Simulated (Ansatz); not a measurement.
Isolated molecules relaxed with PBE0-D4/def2-TZVP in Ansatz; ΔE leaves out vibrations. CCSD(T)/CBS adds triple-zeta CCSD(T) − MP2 to the extrapolated MP2 energy (def2 sets, frozen cores). This one scheme is used for every species. Functionals use def2-TZVPP. One conformer a species, not always the lowest.

`NBC[SiH2]Cl` + H₂ → `CBN` + `[SiH3]Cl`  (hydrogenolysis of a C–Si bond)

`NBC[SiH2]Cl`:

Cartesian coordinates in Å:
```
N -0.625 -0.676 1.795
B -0.025 0.394 1.142
C -0.405 0.776 -0.332
Si 0.703 -0.059 -1.571
Cl 0.374 -2.099 -1.521
H -0.367 -0.961 2.724
H -1.316 -1.270 1.368
H 0.825 1.001 1.732
H -1.433 0.502 -0.598
H -0.285 1.851 -0.506
H 2.139 0.159 -1.275
H 0.415 0.381 -2.959
```

H₂:

```xyz
2

H     0.184    0.208    0.249
H    -0.184   -0.208   -0.249
```

`CBN`:

Cartesian coordinates in Å:
```
C 0.839 0.511 -0.648
B 0.078 -0.523 0.253
N -1.221 -0.297 0.699
H 1.140 0.043 -1.592
H 1.771 0.824 -0.165
H 0.263 1.410 -0.885
H 0.599 -1.553 0.590
H -1.726 -0.947 1.276
H -1.744 0.533 0.472
```

`[SiH3]Cl`:

```xyz
5

Si   -0.076    0.059   -0.085
Cl    1.142   -0.884    1.273
H     0.279    1.496   -0.118
H    -1.483   -0.115    0.344
H     0.138   -0.556   -1.415
```

```
             level  ΔE (kcal/mol)
           PBE0-D4           -0.2
SCS-MP2/def2-TZVPP           -1.1
     HF/def2-QZVPP           -7.8
SCS-MP2/def2-QZVPP           -0.8
```

Task: What does CCSD(T)/CBS give? (An estimate is asked.)

Result: Ansatz gave: -0.2 kcal/mol. The listed levels differ from it by 0.0, -0.9, -7.6, -0.6 kcal/mol.

Largest T1 diagnostic among the species: 0.011.

The D4 term adds +3.7 kcal/mol with B3LYP and +2.1 kcal/mol with PBE0; it sums over pairs of atoms, weighted by their polarisabilities, and B3LYP, whose exchange is more repulsive, gets the larger term. In def2-TZVPP, CCSD(T) changes the Hartree–Fock value by +7.0 kcal/mol (the triples alone add +1.4 kcal/mol) and MP2 by +8.7 kcal/mol.

B3LYP here is the variant with VWN-RPA as its local correlation; programs differ in this.
